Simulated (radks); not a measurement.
Values are calculated unless marked as measured or tabulated.
Q: Excited configurations of Tm I: one electron is placed in a higher orbital outside [Xe] 4f13 6s1. The ground configuration is [Xe] 4f13 6s2. Level of theory: Dirac Kohn-Sham, BLYP, spin-unpolarised, spherical densities, point nucleus; open shells fill j = l - 1/2 first (a radial shooting solver on a logarithmic mesh with Libxc functionals). Excitation = E - E(ground); binding = E(ion) - E, where the ion is the core of charge +1; n* = 1/sqrt(2 binding) in atomic units, and the quantum defect is n - n*.

| outer orbital | excitation (eV) | binding (eV) | n* | quantum defect | eigenvalue (eV) | <r> (bohr) |
|---|---|---|---|---|---|---|
| 6p1/2 | 2.713 | 3.715 | 1.914 | 4.086 | -1.734 | 5.318 |
| 6d3/2 | 5.067 | 1.361 | 3.161 | 2.839 | -0.585 | 12.03 |
| 7s1/2 | 4.310 | 2.119 | 2.534 | 4.466 | -1.173 | 9.822 |

Estimate the row for 5d3/2.

A: excitation (eV) 3.018; binding (eV) 3.411; n* 1.997; quantum defect 3.003; eigenvalue (eV) -0.701; <r> (bohr) 4.065. The Delta-SCF ionisation energy is 6.428 eV (NIST Atomic Spectra Database: 6.184 eV, measured). Self-interaction in the functional shifts the binding energies and quantum defects, so they are the method's values and not measured ones. Spin polarisation and multiplet splitting are left out, so open shells lie too high by an amount that depends on their filling.

Beside tabulated values, note that spin-unpolarised runs miss the spin-polarisation part of the exchange energy of open shells.
